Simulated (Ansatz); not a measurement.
Ideal-gas functions of CHClNSn, SMILES `N#[C][SnH][Cl]` radical at 400 K and 1 bar, from an Ansatz frequency run at PBE0-D4/def2-TZVP.

Molar mass 181.19 g/mol, point group C1 (symmetry number 1), electronic degeneracy 2, moments of inertia 101.297, 251.331, 348.276 u Å². Harmonic wavenumbers (cm⁻¹, unscaled): 83, 204, 267, 374, 409, 495, 534, 1847, 2299.

Use S(trans) = R[1.5 ln M + 2.5 ln T − 1.1517]; rotational temperatures θ = 24.2544 K / I; S(rot) = R[ln(√π/σ · √(T³/θAθBθC)) + 1.5]; for each mode x = 1.438777 ν̃/T, S = R[x/(eˣ − 1) − ln(1 − e⁻ˣ)] and H = RT x/(eˣ − 1); 1 cm⁻¹ = 0.0119627 kJ/mol; R = 8.31446 J/(mol·K).

Task: By hand: the entropy, in J/(mol·K).

Result: Translation 179.8. Rotation: θ = 0.2394, 0.0965, 0.0696 K, giving 118.7. Vibration, mode by mode: 18.40, 11.07, 8.96, 6.45, 5.82, 4.54, 4.06, 0.08, 0.02, in all 59.4. Electronic 5.8. Sum 363.7 J/(mol·K).

Task: By hand: H − E and G − E in kJ/mol, counted from the electronic energy.

Result: Zero-point energy ½ × 6512 × 0.0119627 = 39.0; thermal vibration 12.5; translation, rotation and pV give 4 RT = 13.3. H − E = 64.8 kJ/mol, and G − E = 64.8 − 400 × 363.7/1000 = -80.7 kJ/mol.

Vibration gives 16 % of the entropy, 18.4 J/(mol·K) of it from the mode under 150 cm⁻¹: soft modes count most, and the harmonic formula is weakest for them. The sum counts one conformer and one mirror image; others add a mixing term.
